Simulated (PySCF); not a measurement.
Choosing a molecule for a target property.

Each SMILES stands for a single optimised conformer of the isolated species, non-relativistic unless stated; the electronic structure was computed with PySCF and density fitting.

Dipoles, sizes and rotational constants follow the conformer. The torsions of the flexible species, by atom-mapped SMILES:
- `[CH3:1][O:2][CH2:3][CH2:4][C:5](=[O:6])[O:7][CH3:8]`: C1–O2–C3–C4 180°, O2–C3–C4–C5 180°, C3–C4–C5–O6 0°, C4–C5–O7–C8 180°
- `[CH3:1][C:2]#[C:3][SiH2:4][S:5][CH3:6]`: C3–Si4–S5–C6 -56°

The conformers of `CO[C@@H]1OCO[C@@H]1C`, `O=CC1SCCS1` and `OCPCCC(F)(F)F` aren't listed.

Question: Wanted: lowest singlet excitation above 5.6 eV (TDDFT PBE0/def2-SVPD) and HOMO–LUMO gap below 7.5 eV (PBE0/def2-SVPD), at GFN2-xTB geometries. Which candidate meets both?
A. `COCCC(=O)OC`
B. `CO[C@@H]1OCO[C@@H]1C`
C. `CC#C[SiH2]SC`
D. `S1CCSC1C=O`
E. `OCPCCC(F)(F)F`

Answer: E. Computed values:
```
             species  lowest singlet excitation  HOMO–LUMO gap
          S1CCSC1C=O                    4.18 eV        5.58 eV
        CC#C[SiH2]SC                    5.13 eV        6.38 eV
         COCCC(=O)OC                    6.02 eV        7.73 eV
       OCPCCC(F)(F)F                    6.21 eV        7.34 eV
CO[C@@H]1OCO[C@@H]1C                    7.13 eV        8.23 eV
```

Question: Wanted: HOMO energy above -6.4 eV (PBE0/def2-SVPD) and static isotropic polarisability above 80 au (PBE0/def2-SVPD), at GFN2-xTB geometries. Which candidate meets both?
A. `C(CC(OC)=O)OC`
B. `CC#CC1=CC=C(F)O1`
C. `OCPCCC(F)(F)F`
D. `CC#C[SiH2]SC`

Answer: B. Computed values:
```csv
species,HOMO energy,static isotropic polarisability
C(CC(OC)=O)OC,-7.54 eV,74.3 au
OCPCCC(F)(F)F,-7.36 eV,83.6 au
CC#C[SiH2]SC,-6.68 eV,96.8 au
CC#CC1=CC=C(F)O1,-6.19 eV,90.6 au
```
